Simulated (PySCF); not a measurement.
BrH, SMILES Br.

Coordinates come from a PBE0-D3(BJ)/def2-TZVPD optimisation.

Two levels are set side by side: TDDFT-PBE/def2-TZVPD (PySCF) and TDDFT-ωB97X/def2-TZVPD (PySCF). Vertical, same geometry. The lowest singlet is HOMO−1→LUMO 99 % with PBE and HOMO→LUMO 87 % with the other functional; states are paired by order. Differences are taken from unrounded values.

```tsv
quantity	TDDFT-ωB97X	TDDFT-PBE	TDDFT-PBE minus TDDFT-ωB97X
lowest singlet excitation (eV)	6.83	6.35	-0.47
lowest triplet excitation (TDA) (eV)	6.25	5.82	-0.42
first bright state (f over 0.05) (eV)	8.88	8.38	-0.50
its oscillator strength	0.19	0.15	-0.05
```

Functionals without exact exchange tend to place singlet excitations lower, as here. Differences between two approximate levels are no errors against the true value.

Rough cost on one machine, each run with all the roots and properties that it gave: TDDFT-ωB97X against TDDFT-PBE about 3 times.
